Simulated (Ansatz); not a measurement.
Gas-phase electronic energies from Ansatz, PBE0-D4/def2-TZVP geometries. CBS: MP2 limit from def2 TZ/QZ plus the TZ coupled-cluster correction, frozen cores. This one scheme is used for every species. DFT in def2-TZVPP. B3LYP here is the variant with VWN-RPA as its local correlation; programs differ in this. For Ge outer-core shells are correlated without core-valence functions, which leaves a few kJ/mol of doubt a bond. Scalar relativity is left out up to krypton. One conformer a species, not always the lowest.

`[OH][Ge]([OH])([OH])[SiH3]` + HCl → `[OH][Ge]([OH])([OH])[Cl]` + SiH₄  (cleavage of the Ge–Si bond)

`[OH][Ge]([OH])([OH])[SiH3]`:

Z-matrix (Å, degrees):
```
Ge
O 1 1.777
O 1 1.777 2 106.9
O 1 1.777 2 106.9 3 114.1
Si 1 2.380 2 112.0 3 -122.9
H 2 0.962 1 110.8 3 -2.9
H 3 0.961 1 110.8 2 111.1
H 4 0.961 1 110.8 2 -2.9
H 5 1.484 1 108.7 2 -53.9
H 5 1.484 1 108.7 2 66.1
H 5 1.484 1 108.7 2 -173.9
```

HCl:

Z-matrix (Å, degrees):
```
Cl
H 1 1.279
```

`[OH][Ge]([OH])([OH])[Cl]`:

```xyz
8

O     1.627   -0.369   -0.474
Ge   -0.005    0.040   -0.009
O    -1.125   -0.921   -0.942
O    -0.221   -0.316    1.687
Cl   -0.365    2.127   -0.368
H     2.290    0.176   -0.043
H    -1.125   -0.699   -1.877
H    -1.076   -0.038    2.026
```

SiH₄:

```xyz
5

Si    0.000    0.000    0.000
H     0.422   -0.621    1.281
H    -1.330    0.637    0.174
H    -0.085   -1.044   -1.052
H     0.992    1.028   -0.402
```

(1) Is it downhill or uphill in electronic energy at CCSD(T)/CBS, and by how much? (Best estimate.)

(2) What do these levels give: PBE-D4, PBE0-D4, ωB97X-V, B2PLYP, PBE0, B3LYP, CCSD/def2-TZVPP, CCSD(T)/def2-TZVPP, HF/def2-QZVPP, MP2/def2-QZVPP, HF/CBS(def2), CCSD/CBS(def2)? (An estimate is asked.)

Largest T1 diagnostic among the species: 0.013.

Answers

(1) Ansatz gave: Downhill: ΔE = -59.6 kJ/mol.

(2) The calculation gave: PBE-D4 -50.4, PBE0-D4 -57.7, ωB97X-V -64.8, B2PLYP -66.3, PBE0 -58.9, B3LYP -61.9, CCSD/def2-TZVPP -67.0, CCSD(T)/def2-TZVPP -65.7, HF/def2-QZVPP -88.3, MP2/def2-QZVPP -67.4, HF/CBS(def2) -88.3, CCSD/CBS(def2) -60.9 kJ/mol.

In def2-TZVPP, CCSD(T) changes the Hartree–Fock value by +22.3 kJ/mol (the triples alone add +1.3 kJ/mol) and MP2 by +17.2 kJ/mol. From PBE to PBE0 (25 % exact exchange), in def2-TZVPP and without D4, ΔE moves by −7.4 kJ/mol.
